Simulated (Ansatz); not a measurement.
`CC1=CC(C(F)(F)F)=[O+][Ti-]([F])([F])([F])[O]1` and `CC1=CC(C(F)(F)F)=[O+][Ti-]([OH])([F])([F])[O]1` differ in one atom or group.

Ansatz, PBE0-D4/def2-TZVP geometries, multiplicity 1. Each molecule was computed in one conformer, which needn't be the lowest.

Scalar relativity is left out up to krypton.

| property | `CC1=CC(C(F)(F)F)=[O+][Ti-]([F])([F])([F])[O]1` |
| --- | --- |
| LUMO energy (ωB97M-V/def2-TZVPP) / eV | -0.98 |
| HOMO–LUMO gap (PBE/def2-TZVPP) / eV | 3.43 |
| LUMO energy (PBE0/def2-TZVPP) / eV | -3.11 |
| HOMO energy (ωB97M-V/def2-TZVPP) / eV | -10.62 |
| LUMO energy (B3LYP/def2-TZVPP) / eV | -3.33 |
| HOMO–LUMO gap (ωB97M-V/def2-TZVPP) / eV | 9.64 |

Problem. Give the same properties after the change, and the shifts. (Estimate.)

Solution. Ansatz gave: 
| property | `CC1=CC(C(F)(F)F)=[O+][Ti-]([OH])([F])([F])[O]1` | shift |
| --- | --- | --- |
| LUMO energy (ωB97M-V/def2-TZVPP) / eV | -0.76 | 0.22 |
| HOMO–LUMO gap (PBE/def2-TZVPP) / eV | 3.44 | 0.01 |
| LUMO energy (PBE0/def2-TZVPP) / eV | -2.86 | 0.25 |
| HOMO energy (ωB97M-V/def2-TZVPP) / eV | -10.39 | 0.23 |
| LUMO energy (B3LYP/def2-TZVPP) / eV | -3.08 | 0.25 |
| HOMO–LUMO gap (ωB97M-V/def2-TZVPP) / eV | 9.64 | 0.00 |

B3LYP here is the variant with VWN-RPA as its local correlation; programs differ in this.
